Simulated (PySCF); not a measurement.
Computed structure and properties of [Dy(OH)3(NH3)]−

System: [Dy(OH)3(NH3)]− (singlet in the valence; each metal's 4f electrons, 10 of them, lie in its core potential, out of spins and levels); start: template (C1). Method: PySCF 2.14.0, RKS PBE0, Dy lcecp-0-SVP with ECP56, O def2-SVP, H def2-SVP, N def2-SVP; non-relativistic Hamiltonian with scalar-relativistic core potentials where named; density fitting; no spin-orbit coupling.

Input of the relaxation:

```python
mol = gto.M(atom='''
Dy     0.01668    -0.01560     0.01345
O      1.34148     1.30920     1.33825
H      1.86108     1.58130     2.10535
O     -1.30812    -1.34040     1.33825
H     -1.82772    -1.61250     2.10535
O      1.34148    -1.34040    -1.31135
H      1.86108    -2.10750    -1.58345
N     -1.52342     1.52450    -1.52665
H     -2.13662     2.13770    -0.98955
H     -0.98632     2.13770    -2.13985
H     -2.13662     0.98740    -2.13985''',
    basis={'Dy': 'lcecp-0-SVP', 'O': 'def2-SVP', 'H': 'def2-SVP', 'N': 'def2-SVP'},
    ecp={'Dy': 'lcecp-0-SVP'},
    charge=-1, spin=0)
mf = dft.RKS(mol, xc='PBE0')
mf.grids.atom_grid = (50, 194)  # f atoms: unpruned, at least (60, 302)
mf = mf.density_fit()  # fitting sets: Dy AutoAux, O def2-universal-JKFIT, H def2-universal-JKFIT, N def2-universal-JKFIT
mf.conv_tol = 1e-08; mf.max_cycle = 55
mf.kernel(dm0)  # dm0: converged density of the start geometry
# quasi-Newton relaxation in Cartesian coordinates to a largest gradient under 0.00045 Eh/bohr, steps kept in the point group
```

Run from Python with OMP_NUM_THREADS=2; the lines above give its settings. Where DIIS fails, smearing, a level shift and second-order steps follow.
It took 2.7 min on 2 threads of Intel(R) Xeon(R) Platinum 8488C (Sapphire Rapids), on a shared host, from the converged density of the start.

Course of the relaxation:

| step | energy above end (eV) | largest force component within the symmetry (eV/Å) |
| --- | --- | --- |
| 0 | 0.3722 | 1.065 |
| 1 | 0.2490 | 0.728 |
| 2 | 0.1239 | 0.819 |
| 3 | 0.1019 | 0.168 |
| 4 | 0.0871 | 0.115 |
| 5 | 0.0714 | 0.137 |
| 6 | 0.0560 | 0.206 |
| 7 | 0.0422 | 0.412 |
| 20 | 0.0013 | 0.050 |
| 21 | 0.0005 | 0.038 |
| 22 | 0.0003 | 0.041 |
| 23 | 0.0004 | 0.101 |
| 24 | 0.0001 | 0.019 |
| 25 | 0.0000 | 0.019 |
(The steps between are left out.)

Relaxed geometry (C1):

```xyz
11

Dy    0.2235   -0.2650    0.2969
O     1.2238    1.4733    1.3293
H     1.7683    2.1256    1.7737
O    -1.5901   -1.2220    1.2485
H    -2.2649   -1.5500    1.8459
O     1.2518   -1.3011   -1.4242
H     1.6736   -1.8344   -2.1000
N    -1.2906    1.3073   -1.2880
H    -1.8308    1.9496   -0.7135
H    -0.7260    1.8489   -1.9376
H    -1.9358    0.7294   -1.8210
```

```json
{"contact": "Dy1–O2 (OH)", "Å": "2.256"}
{"contact": "Dy1–O4 (OH)", "Å": "2.261"}
{"contact": "Dy1–O6 (OH)", "Å": "2.257"}
{"contact": "Dy1–N8 (NH3)", "Å": "2.698"}
```

On the finer grid (75, 302):

- HOMO: not given (4f levels lie in the core)
- LUMO: not given (4f levels lie in the core)
- Dipole about the centre of mass: 4.00 D
- Set of Mulliken populations of Dy1 outside the core potential: s 2.16, p 6.40, d 1.01, f 0.03
- D3(BJ) dispersion energy (not in the energies): -0.154 eV

```
atom  Mulliken (e)  Löwdin (e)  spin (e)
 Dy1          0.40        0.12      0.00
  O2         -0.62       -0.46      0.00
  H3          0.10        0.02      0.00
  O4         -0.62       -0.46      0.00
  H5          0.10        0.02      0.00
  O6         -0.62       -0.46      0.00
  H7          0.10        0.02      0.00
  N8         -0.26       -0.05      0.00
  H9          0.14        0.08      0.00
 H10          0.13        0.08      0.00
 H11          0.14        0.08      0.00
```

The 4f levels lie in the core potential and are missing. Their spin isn't counted.

No frequency check is given for this geometry.

Taking off one OH (charge -1, singlet; the rest: singlet) in vacuum, both parts rigid, costs 4.40 eV; the small basis without counterpoise inflates it.

Rigid scan of OH along the line from its metal:

| distance to O2 (Å) | energy (eV) |
| --- | --- |
| 1.96 | 0.689 |
| 2.06 | 0.262 |
| 2.16 | 0.057 |
| 2.26 | 0.000 |
| 2.36 | 0.041 |
| 2.46 | 0.144 |
| 2.66 | 0.447 |
| 2.96 | 0.965 |
| 3.36 | 1.596 |
| 3.86 | 2.228 |

Taking off one NH3 (charge 0, singlet; the rest: singlet) in vacuum, both parts rigid, costs 0.51 eV; the small basis without counterpoise inflates it.

Rigid scan of NH3 along the line from its metal:

| distance to N8 (Å) | energy (eV) |
| --- | --- |
| 2.40 | 0.192 |
| 2.50 | 0.073 |
| 2.60 | 0.016 |
| 2.70 | 0.000 |
| 2.80 | 0.011 |
| 2.90 | 0.038 |
| 3.10 | 0.117 |
| 3.40 | 0.242 |
| 3.80 | 0.375 |
| 4.30 | 0.477 |

One start shape was tried, so this needn't be the lowest isomer.

An lcecp potential fixes the number of 4f electrons, so in runs with it no electron can move into or out of that shell; real Dy(II) is rare or takes another configuration.
